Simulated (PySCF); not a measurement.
C5H4F2N3 (charge +1).
Structure used (GFN2-xTB), in Å, numbered top down from 1:
```
atom  x, y, z in Å
N1    -1.9122    2.7417   -0.5530
C2    -1.1039    1.9503   -0.3986
C3    -0.1054    0.9662   -0.2090
N4     1.2415    1.2250   -0.2384
C5     1.9047    0.0955   -0.0255
N6     1.0267   -0.8847    0.1420
C7    -0.2388   -0.3838    0.0299
C8    -1.4527   -1.2554    0.2321
F9    -1.7223   -1.3256    1.5493
F10   -1.1481   -2.5000   -0.1812
H11    1.6500    2.1410   -0.3972
H12    2.9750   -0.0076    0.0071
H13    1.2339   -1.8650    0.3184
H14   -2.3492   -0.8979   -0.2981
```

Computed geometry: GFN2-xTB, gas phase.

Masses are those of the commonest isotopes; rigid-rotor values at the optimised geometry. The values belong to one conformer with, in the numbering `[N:1]#[C:2][c:3]1[nH+:4][cH:5][nH:6][c:7]1[CH:8]([F:9])[F:10]`, N6–C7–C8–F9 84°.

(1) Give the principal moments of inertia and the rotational constants in MHz.

(2) What kind of rotor is it?

(3) What does the inertial defect say?

(4) Give the other two planar moments, Paa and Pbb, and the rms extents of the mass along the axes.

(5) Where do the levels up to J = 3 lie, in MHz?

## Answers

(1) Ia = 278.97, Ib = 434.44, Ic = 641.26 u·Å²; 505379 MHz·u·Å²/I gives A = 1812, B = 1163, C = 788.1 MHz.

(2) An asymmetric top: κ = (2 × 1163 − 1812 − 788.1)/(1812 − 788.1) = -0.27.

(3) Not planar: Δ = Ic − Ia − Ib = -72.16 u·Å². For a rigid frame Δ = −2 Σ m c², so Σ m c² = 36.08 u·Å² lies off the ab plane: 0.65 from hydrogen and 35.43 from heavier atoms. The atom farthest from that plane is 1.05 Å away.

(4) Paa = Σ m a² = (Ib + Ic − Ia)/2 = 398.36 and Pbb = Σ m b² = (Ia + Ic − Ib)/2 = 242.90 u·Å². With the mass M = 144.04 u, the rms extents √(P/M) along a, b and c are 1.66, 1.30, 0.50 Å.

(5) Above 0(0,0):
J = 1: 1(0,1) 1951, 1(1,1) 2600, 1(1,0) 2975
J = 2: 2(0,2) 5732, 2(1,2) 6127, 2(1,1) 7253, 2(2,1) 9198, 2(2,0) 9320
J = 3: 3(0,3) 11165, 3(1,3) 11352, 3(1,2) 13576, 3(2,2) 15052, 3(2,1) 15595, 3(3,1) 19298, 3(3,0) 19325
Those of J = 1 are B + C, A + C and A + B.

No GFN2-xTB frequencies stand behind this structure, so it isn't proved a minimum. No vibrational averaging or centrifugal distortion is included, and the geometry carries the error of its method.
